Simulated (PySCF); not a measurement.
C3H10Ge (SMILES C[CH](C)[GeH3]), singlet, at a GFN2-xTB geometry. Base run: PBE/6-31G (PySCF).

The PySCF input:
```python
from pyscf import gto, scf, dft, solvent

mol = gto.M(
    atom='''
Ge    0.98325700    0.13231244    0.14013673
C    -0.99887937   -0.00351560    0.24605176
C    -1.44955468   -1.44344727    0.03312752
C    -1.65549681    0.92812176   -0.76523307
H     1.66013749   -0.73476534    1.15624080
H     1.46236064    1.53373793    0.36120520
H     1.48762087   -0.29462535   -1.20298161
H    -1.30341638    0.30832202    1.25082812
H    -0.99448757   -2.10340314    0.77086208
H    -2.53249112   -1.52686514    0.11981202
H    -1.15998033   -1.78920007   -0.95852876
H    -1.34873236    1.95960449   -0.59552064
H    -1.37032177    0.64981332   -1.77912740
H    -2.74132804    0.87643000   -0.69084230
''',
    basis='6-31g',
    verbose=4,
)

mf = dft.RKS(mol)
mf.xc = 'pbe'
mf.kernel()
mf.analyze()
```

Each row names what was changed in the base input (with any setting that the change needs).

| change | ΔE vs base (kJ/mol) | dipole (D) | HOMO-LUMO gap (eV) |
|---|---|---|---|
| base | 0.00 | 0.92 | 7.13 |
| model = SS(V)PE; solvent = 2-propanol | -2.32 | 1.15 | 7.07 |
| model = IEF-PCM; solvent = 2-propanol; lebedev_order = 11 | -2.31 | 1.15 | 7.07 |
| model = ddCOSMO; solvent = 2-propanol | -1.28 | 1.10 | 7.10 |
| model = IEF-PCM; solvent = 2-propanol; vdw_scale = 1.1 | -3.36 | 1.18 | 7.06 |
| model = COSMO; solvent = 2-propanol | -2.33 | 1.16 | 7.07 |
| model = IEF-PCM; solvent = dichloromethane | -2.12 | 1.14 | 7.08 |
| model = IEF-PCM; solvent = water | -2.50 | 1.18 | 7.07 |
| model = IEF-PCM; solvent = 2-propanol; lebedev_order = 41 | -2.36 | 1.16 | 7.07 |
| model = IEF-PCM; solvent = 2-propanol; r_probe = 0.5 | -0.77 | 1.08 | 7.09 |
| model = IEF-PCM; solvent = n-hexane | -0.92 | 1.01 | 7.11 |
| model = IEF-PCM; solvent = 2-propanol; vdw_scale = 1.0 | -5.11 | 1.18 | 7.05 |

The base is the gas phase, so ΔE is the electrostatic part of solvation at a fixed geometry, without cavity and dispersion terms.
